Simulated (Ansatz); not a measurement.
CH4N2S, triplet, geometry from GFN2-xTB (a higher spin typed on purpose: for a closed-shell molecule this is an excited state). Base run: CAM-B3LYP/6-31G** (Ansatz, a quantum-chemistry and plane-wave program).

Ansatz was given this input:
Ansatz 0.2 input:
```yaml
crystal:
  periodic: [false, false, false]
  atoms:
    - {symbol: N, position_ang: [0.93033464, -1.20982053, -0.35458582]}
    - {symbol: C, position_ang: [0.05236600, -0.37818822, 0.34583394]}
    - {symbol: N, position_ang: [-1.23947317, -0.86953569, 0.47788102]}
    - {symbol: S, position_ang: [0.17134590, 1.34939984, -0.18509651]}
    - {symbol: H, position_ang: [0.71594256, -2.19349212, -0.28478212]}
    - {symbol: H, position_ang: [1.90507197, -0.99730319, -0.20334094]}
    - {symbol: H, position_ang: [-1.61900652, -1.39408366, -0.30843586]}
    - {symbol: H, position_ang: [-1.89376878, -0.18089557, 0.82003297]}
basis:
  gaussian:
    orbitals: 6-31G__.json
hamiltonian:
  xc: cam_b3lyp
magnetization: {spin_polarized: true, initial_magnetization: 2}
```
The basis file holds 6-31G** in the JSON format of the Basis Set Exchange.

Each row names what was changed in the base input (with any setting that the change needs).

```
change                                                             ΔE vs base (kcal/mol)
-----------------------------------------------------------------  ---------------------
base                                                                               0.000
fitting.mean_field = def2-universal-JKFIT                                         -0.029
point_charge = charge:1.0 position_ang:-0.5403, 2.4726, -3.9258                    -9.37
final_grid = 14, 28, 59                                                            0.000
point_charge = charge:-1.0 position_ang:-1.1006, -3.1267, -4.3766                  -2.93
nuclear_model = gaussian                                                           0.206
final_grid = 4, 8, 17                                                              0.146
lower_state_search = light                                                         0.000
final_grid = 10, 20, 41                                                            0.000
forces = on                                                                        0.000
point_charge = charge:0.5 position_ang:4.49, -2.7926, -0.777                        2.34
```
